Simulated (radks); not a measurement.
Q: Coulomb parameter of the 4f shell of the neodymium ion Nd+ in the model configuration [Xe] 4f3.5 6s1.5, as a second difference U = [E(n + 0.25) + E(n - 0.25) - 2 E(n)] / (0.25)^2 with all orbitals relaxed. "Bare": the charge of the atom changes with n. "Screened": the 6s shell takes up the change at fixed total charge, which measures U(4f,4f) + U(6s,6s) - 2 U(4f,6s). All-electron calculation, scalar-relativistic Kohn-Sham, BLYP, spin-unpolarised, spherical densities, point nucleus. Program: a radial shooting solver on a logarithmic mesh with Libxc functionals. Estimate both.

A: U(bare) = 14.367 eV, U(screened by 6s) = 6.251 eV, against the Slater integral F0(4f,4f) = 24.656 eV with frozen orbitals.
